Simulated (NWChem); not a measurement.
Everything below was run with NWChem. System: H$_{3}$NPbS, charge 0, spin multiplicity 1, at a geometry optimised with PBE0/def2-SVP with def2 effective core potentials on Pb. The structure started from a generated list of species. Level: G0W0@PBE/def2-TZVPP with def2 effective core potentials on Pb, RI basis def2-tzvpp-rifit, no spin-orbit coupling.

The NWChem input:

```
start mol
memory heap 200 mb stack 700 mb global 1700 mb
geometry units angstroms nocenter noautoz
  Pb    -0.407508    -0.151390     0.000000
  N      1.019871    -1.727027     0.000000
  H      0.775098    -2.712166     0.000000
  H      2.027415    -1.598526     0.000000
  S      1.433058     1.635004     0.000000
  H      0.545149     2.653784     0.000000
  symmetry group Cs
end
basis spherical
  * library def2-tzvpp
end
ecp
  Pb library def2-ecp
end
basis "ri basis" bse spherical
  * library def2-tzvpp-rifit
end
dft
  xc xpbe96 cpbe96
  iterations 100
  direct
  tolerances tight
end
task dft energy
gw
  method cdgw
  states alpha occ 4 vir 2
end
task dft gw
```

NWChem printed:

```
             Northwest Computational Chemistry Package (NWChem) 7.3.0
             --------------------------------------------------------

                                NWChem Input Module
                                -------------------

 Scaling coordinates for geometry "geometry" by  1.889725989
 (inverse scale =  0.529177249)

 Turning off AUTOSYM since
 SYMMETRY directive was detected!

                             Geometry "geometry" -> ""
                             -------------------------

 Output coordinates in angstroms (scale by  1.889725989 to convert to a.u.)

  No.       Tag          Charge          X              Y              Z
 ---- ---------------- ---------- -------------- -------------- --------------
    1 Pb                  82.0000    -0.40750800    -0.15139000     0.00000000
    2 N                    7.0000     1.01987100    -1.72702700     0.00000000
    3 H                    1.0000     0.77509800    -2.71216600     0.00000000
    4 H                    1.0000     2.02741500    -1.59852600     0.00000000
    5 S                   16.0000     1.43305800     1.63500400     0.00000000
    6 H                    1.0000     0.54514900     2.65378400     0.00000000

 Effective nuclear repulsion energy (a.u.)     495.8341280973

            Nuclear Dipole moment (a.u.)
            ----------------------------
        X                 Y               Z
 ---------------- ---------------- ----------------
     0.0000585815    -0.0000245664     0.0000000000

      Symmetry information
      --------------------

 Group name             Cs
 Group number              2
 Group order               2
 No. of unique centers     6

      Symmetry unique atoms

     1    2    3    4    5    6


 Summary of "ao basis" -> "" (spherical)
 ------------------------------------------------------------------------------
       Tag                 Description            Shells   Functions and Types
 ---------------- ------------------------------  ------  ---------------------
 *                         def2-tzvpp                 on all atoms

 Summary of "ri basis" -> "" (spherical)
 ------------------------------------------------------------------------------
       Tag                 Description            Shells   Functions and Types
 ---------------- ------------------------------  ------  ---------------------
 *                      def2-tzvpp-rifit              on all atoms

  pbe96 is a nonlocal functional; adding pw91lda local functional.

                                 NWChem DFT Module
                                 -----------------

 Summary of "ao basis" -> "ao basis" (spherical)
 ------------------------------------------------------------------------------
       Tag                 Description            Shells   Functions and Types
 ---------------- ------------------------------  ------  ---------------------
 Pb                        def2-tzvpp               16       50   6s5p3d2f
 N                         def2-tzvpp               11       31   5s3p2d1f
 H                         def2-tzvpp                6       14   3s2p1d
 S                         def2-tzvpp               14       42   5s5p3d1f

 Summary of "ao basis" -> "ao basis" (spherical)
 ------------------------------------------------------------------------------
       Tag                 Description            Shells   Functions and Types
 ---------------- ------------------------------  ------  ---------------------
 Pb                        def2-tzvpp               16       50   6s5p3d2f
 N                         def2-tzvpp               11       31   5s3p2d1f
 H                         def2-tzvpp                6       14   3s2p1d
 S                         def2-tzvpp               14       42   5s5p3d1f

      Symmetry analysis of basis
      --------------------------

        a'        112
        a"         53

            General Information
            -------------------
          SCF calculation type: DFT
          Wavefunction type:  closed shell.
          No. of atoms     :     6
          No. of electrons :    48
           Alpha electrons :    24
            Beta electrons :    24
          Charge           :     0
          Spin multiplicity:     1
          Use of symmetry is: on ; symmetry adaption is: on
          Maximum number of iterations: 100
          This is a Direct SCF calculation.
          AO basis - number of functions:   165
                     number of shells:    59
          Convergence on energy requested:  1.00D-06
          Convergence on density requested:  1.00D-05
          Convergence on gradient requested:  5.00D-04

              XC Information
              --------------
          PerdewBurkeErnzerhof Exchange Functional  1.000
            Perdew 1991 LDA Correlation Functional  1.000 local
           PerdewBurkeErnz. Correlation Functional  1.000 non-local

             Grid Information
             ----------------
          Grid used for XC integration:  medium
          Radial quadrature: Mura-Knowles
          Angular quadrature: Lebedev.
          Tag              B.-S. Rad. Rad. Pts. Rad. Cut. Ang. Pts.
          ---              ---------- --------- --------- ---------
          Pb                  1.80      123          10.0       590
          N                   0.65       49          12.0       434
          H                   0.35       45          13.0       434
          S                   1.00       88          12.0       590
          Grid pruning is: on
          Number of quadrature shells:   395
          Spatial weights used:  Erf1
[...]
      Symmetry analysis of molecular orbitals - initial
      -------------------------------------------------

  Numbering of irreducible representations:

     1 a'          2 a"

  Orbital symmetries:

     1 a'          2 a'          3 a'          4 a'          5 a'
     6 a"          7 a'          8 a'          9 a'         10 a"
    11 a'         12 a'         13 a'         14 a'         15 a"
    16 a"         17 a'         18 a'         19 a'         20 a'
    21 a'         22 a"         23 a"         24 a'         25 a"
    26 a'         27 a'         28 a'         29 a'         30 a'
    31 a"         32 a'         33 a'         34 a'

   convergence    iter        energy       DeltaE   RMS-Dens  Diis-err    time
 ---------------- ----- ----------------- --------- --------- ---------  ------
 d= 0,ls=0.0,diis     1   -647.4040103918 -8.07D+02  1.42D-02  1.26D+00     5.8
 d= 0,ls=0.0,diis     2   -646.2535116021  1.15D+00  1.17D-02  7.40D+00     9.6
 d= 0,ls=0.0,diis     3   -647.4244209765 -1.17D+00  4.22D-03  6.20D-01    13.7
 d= 0,ls=0.0,diis     4   -647.4661915731 -4.18D-02  3.11D-03  2.34D-01    17.6
 d= 0,ls=0.0,diis     5   -647.5022177460 -3.60D-02  8.15D-04  2.66D-02    21.6
 d= 0,ls=0.0,diis     6   -647.5059548393 -3.74D-03  1.70D-04  1.87D-03    25.3
 d= 0,ls=0.0,diis     7   -647.5061794786 -2.25D-04  5.80D-05  1.70D-04    29.6
 d= 0,ls=0.0,diis     8   -647.5062000145 -2.05D-05  1.42D-05  6.74D-06    35.8
 d= 0,ls=0.0,diis     9   -647.5062005034 -4.89D-07  4.05D-06  6.36D-07    42.2

         Total DFT energy =     -647.506200503434
      One electron energy =    -1282.476554335115
           Coulomb energy =      524.473538568154
    Exchange-Corr. energy =      -49.555097265264
 Nuclear repulsion energy =      160.051912528791

 Numeric. integr. density =       48.000006553863

     Total iterative time =     40.5s

                  Occupations of the irreducible representations
                  ----------------------------------------------

                     irrep           alpha         beta
                     --------     --------     --------
                     a'               18.0         18.0
                     a"                6.0          6.0

                       DFT Final Molecular Orbital Analysis
                       ------------------------------------

 Vector   22  Occ=2.000000D+00  E=-2.251597D-01  Symmetry=a"
              MO Center=  9.3D-01, -1.0D-01,  4.4D-15, r^2= 4.2D+00
   Bfn.  Coefficient  Atom+Function         Bfn.  Coefficient  Atom+Function
  ----- ------------  ---------------      ----- ------------  ---------------
   126      0.313097  5 S  pz                58      0.267888  2 N  pz
   129      0.226414  5 S  pz                61      0.222756  2 N  pz
    64      0.212080  2 N  pz                12     -0.178558  1 Pb pz
    18      0.167076  1 Pb pz                15      0.148246  1 Pb pz
   123      0.142291  5 S  pz               117     -0.120919  5 S  pz

 Vector   23  Occ=2.000000D+00  E=-2.233998D-01  Symmetry=a'
              MO Center=  5.8D-01,  7.9D-01, -3.6D-16, r^2= 4.4D+00
   Bfn.  Coefficient  Atom+Function         Bfn.  Coefficient  Atom+Function
  ----- ------------  ---------------      ----- ------------  ---------------
     6      0.340731  1 Pb s                124      0.331949  5 S  px
   127      0.253997  5 S  px                 5      0.249011  1 Pb s
   125      0.238713  5 S  py                10      0.234128  1 Pb px
     3     -0.230270  1 Pb s                 13     -0.195174  1 Pb px
    16     -0.187911  1 Pb px               128      0.169743  5 S  py

 Vector   24  Occ=2.000000D+00  E=-2.009942D-01  Symmetry=a"
              MO Center=  1.2D+00,  5.8D-02,  4.5D-15, r^2= 4.2D+00
   Bfn.  Coefficient  Atom+Function         Bfn.  Coefficient  Atom+Function
  ----- ------------  ---------------      ----- ------------  ---------------
   126      0.371642  5 S  pz                58     -0.296184  2 N  pz
   129      0.294191  5 S  pz                64     -0.248830  2 N  pz
    61     -0.244108  2 N  pz               123      0.174281  5 S  pz
   117     -0.144587  5 S  pz                23     -0.078328  1 Pb d -1
   120     -0.064279  5 S  pz                33      0.030513  1 Pb d -1

 Vector   25  Occ=0.000000D+00  E=-9.298220D-02  Symmetry=a"
              MO Center= -2.4D-01, -1.6D-01, -9.8D-16, r^2= 4.3D+00
   Bfn.  Coefficient  Atom+Function         Bfn.  Coefficient  Atom+Function
  ----- ------------  ---------------      ----- ------------  ---------------
    18      0.534206  1 Pb pz                12     -0.380339  1 Pb pz
    21      0.335499  1 Pb pz                15      0.306387  1 Pb pz
    64     -0.204077  2 N  pz               129     -0.191728  5 S  pz
    58     -0.178026  2 N  pz               126     -0.153105  5 S  pz
    61     -0.138200  2 N  pz               123     -0.083748  5 S  pz

 Vector   26  Occ=0.000000D+00  E=-4.244996D-02  Symmetry=a'
              MO Center= -2.9D-01, -2.5D-01, -6.8D-15, r^2= 6.5D+00
   Bfn.  Coefficient  Atom+Function         Bfn.  Coefficient  Atom+Function
  ----- ------------  ---------------      ----- ------------  ---------------
    20      0.651715  1 Pb py                55      0.454419  2 N  s
    17      0.345798  1 Pb py                11     -0.285031  1 Pb py
    98     -0.286352  4 H  s                128      0.260460  5 S  py
    14      0.244762  1 Pb py               114     -0.245438  5 S  s
    19      0.204612  1 Pb px               127      0.189006  5 S  px

 Vector   27  Occ=0.000000D+00  E=-2.080306D-02  Symmetry=a'
              MO Center= -2.7D-01, -2.5D-01, -9.1D-15, r^2= 7.5D+00
   Bfn.  Coefficient  Atom+Function         Bfn.  Coefficient  Atom+Function
  ----- ------------  ---------------      ----- ------------  ---------------
    55     -0.807840  2 N  s                 19      0.758928  1 Pb px
    84      0.354961  3 H  s                  5      0.348094  1 Pb s
    16      0.325149  1 Pb px                 6      0.306709  1 Pb s
   114     -0.301977  5 S  s                128      0.279663  5 S  py
    10     -0.237070  1 Pb px                20     -0.234956  1 Pb py

 center of mass
 --------------
 x =  -0.15648084 y =  -0.03724420 z =   0.00000000

 moments of inertia (a.u.)
 ------------------
         532.045616940298        -209.737500659173           0.000000000000
        -209.737500659173         421.554908226395           0.000000000000
           0.000000000000           0.000000000000         953.600525166693

     Multipole analysis of the density
     ---------------------------------

     L   x y z        total         alpha         beta         nuclear
     -   - - -        -----         -----         ----         -------
     0   0 0 0     -0.000000    -24.000000    -24.000000     48.000000

     1   1 0 0     -0.917261    -23.561014    -23.561014     46.204766
     1   0 1 0     -0.588349     -8.876731     -8.876731     17.165112
     1   0 0 1      0.000000      0.000000      0.000000      0.000000

     2   2 0 0    -36.612900   -105.442559   -105.442559    174.272219
     2   1 1 0     -3.002714    -41.890722    -41.890722     80.778730
     2   1 0 1     -0.000000     -0.000000     -0.000000      0.000000
     2   0 2 0    -33.979507   -161.810840   -161.810840    289.642173
     2   0 1 1      0.000000      0.000000      0.000000      0.000000
     2   0 0 2    -36.530968    -18.265484    -18.265484      0.000000

 Task  times  cpu:       42.2s     wall:       42.2s

                                NWChem Input Module
                                -------------------

                                 NWChem GW Module
                                 ----------------

                             ***********************
                             ***        GW       ***
                             ***********************

 Summary of "ri basis" -> "ri basis" (spherical)
 ------------------------------------------------------------------------------
       Tag                 Description            Shells   Functions and Types
 ---------------- ------------------------------  ------  ---------------------
 Pb                     def2-tzvpp-rifit            38      184   9s8p8d6f4g3h
 N                      def2-tzvpp-rifit            22       76   8s6p4d3f1g
 H                      def2-tzvpp-rifit            10       30   4s3p2d1f
 S                      def2-tzvpp-rifit            33      123   11s8p7d5f2g

                 Memory Information
                 ------------------
          Available GA per process is          1699.8 MBs
          Available stack per process is        700.0 MBs
          Available heap per process is           0.0 MBs

          Peak memory in Initialization
              Peak GA per process is                 17.4 MBs
              Peak stack per process is               0.3 MBs
              Peak heap per process is               18.1 MBs
              Memory not in MA per process            0.0 MBs

          Peak memory in CDGW Calculation
              Peak GA per process is                 21.0 MBs
              Peak stack per process is               3.4 MBs
              Peak heap per process is                3.6 MBs
              Memory not in MA per process            0.0 MBs

          Computing 2-center integrals
          Computing Inverse Cholesky factor
          Computing 3-center integrals
          Computing Vxc

          Computing Sigma_x
          Computing W(iw) on the imaginary grid
          Solving quasiparticle equations

                  Alpha Orbitals
          State     Energy (eV)     Error (eV)
          -----------------------------------
@GW        21         -9.495           0.003
@GW        22         -8.174           0.002
@GW        23         -8.535           0.002
@GW        24         -7.663           0.002
@GW        25         -0.228           0.002
@GW        26          1.081           0.004

     GW Timing Statistics
   ------------------------
   Init.   :          0.3s
     ERIs  :          4.0s
     Distr.:          0.0s
     Vxc   :          0.6s
   Vmo     :          0.0s
   iW      :          6.2s
   I_n     :          0.0s
   R_n     :          0.6s
   GW total:         11.7s

 Task  times  cpu:       11.7s     wall:       11.7s

 Total times  cpu:       54.0s     wall:       54.0s
```
